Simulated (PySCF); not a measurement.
C2H4NO, SMILES CC([NH])=O, multiplicity 2. Geometry: PBE-D3(BJ)/def2-SVP. The isomer is the one that the SMILES or the coordinates give; other isomers of the formula were not compared. One conformer was computed; it need not be the lowest.

Computed equilibrium geometry at PBE-D3(BJ)/def2-SVP (PySCF confirms it by a frequency run) as bond lengths and angles (one conformer of several):
Atoms: C1 C2 N3 O4 H5 H6 H7 H8. Bonds (Å): C1–C2 1.501, C1–H5 1.108, C1–H6 1.106, C1–H7 1.109, C2–N3 1.334, C2–O4 1.263, N3–H8 1.035. Angles (°): C2–C1–H5 109.6, C2–C1–H6 110.3, C2–C1–H7 110.0, H5–C1–H6 110.0, H5–C1–H7 107.3, H6–C1–H7 109.7, C1–C2–N3 120.7, C1–C2–O4 122.4, N3–C2–O4 116.5, C2–N3–H8 113.7.
Charge 0, spin multiplicity 2.
